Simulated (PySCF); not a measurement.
Atoms are numbered as in `[O:1]=[C:2]([CH:3]1[CH2:4][CH2:5]1)[CH:6]1[CH2:7][CH2:8]1` (H(Xn): hydrogen on atom n). Ha(C4), Ha(C5), Ha(C7), Ha(C8) are cis to C2 on the ring; Hb(C4), Hb(C5), Hb(C7), Hb(C8) are trans to C2 on the ring.

Geometry: PBE0-D3(BJ)/def2-SVP; GIAO shifts from PySCF 2.14.0 with density-fitted response routines, gas phase, non-relativistic, averaged over equivalent atoms.

At PBE0/cc-pVDZ (162 basis functions, 17 s wall time on 1 thread of an Arm Neoverse V2, shared host):
```
                      atoms  δ (ppm)
                         O1    502.8
                         C2    206.6
                      C3/C6     24.5
                C4/C5/C7/C8     14.6
                H(C3)/H(C6)     1.68
Ha(C4)/Ha(C5)/Ha(C7)/Ha(C8)     0.99
Hb(C4)/Hb(C5)/Hb(C7)/Hb(C8)     0.70
```

References, each an isolated molecule treated in the same way: ¹⁷O (σref 343.34) against H2O; ¹³C (σref 196.75) and ¹H (σref 31.29) against TMS.

What do these become at PBE0/def2-TZVP?

Answers


```json
{"atoms": "O1", "δ at PBE0/def2-TZVP": "522.3", "change": "+19.5"}
{"atoms": "C2", "δ at PBE0/def2-TZVP": "216.7", "change": "+10.1"}
{"atoms": "C3/C6", "δ at PBE0/def2-TZVP": "23.1", "change": "-1.4"}
{"atoms": "C4/C5/C7/C8", "δ at PBE0/def2-TZVP": "13.8", "change": "-0.8"}
{"atoms": "H(C3)/H(C6)", "δ at PBE0/def2-TZVP": "2.04", "change": "+0.36"}
{"atoms": "Ha(C4)/Ha(C5)/Ha(C7)/Ha(C8)", "δ at PBE0/def2-TZVP": "1.11", "change": "+0.12"}
{"atoms": "Hb(C4)/Hb(C5)/Hb(C7)/Hb(C8)", "δ at PBE0/def2-TZVP": "0.79", "change": "+0.09"}
```

Referencing at the same level of theory: ¹⁷O (σ = 332.57 ppm) against H2O; ¹³C (σ = 186.65 ppm), ¹H (σ = 31.48 ppm) against TMS.

The largest change is at O1 (ketone oxygen). Cost: 308 basis functions, 45 s wall time on 1 thread of an Arm Neoverse V2, shared host. The order of the carbon signals is the same at both levels.

Unscaled 17O shifts of doubly bonded oxygen tend to come out too high, by tens of ppm or more. Experimental scales use liquid or dissolved standards, which lie at an offset from isolated H2O (liquid H2O: subtract about 36 ppm).
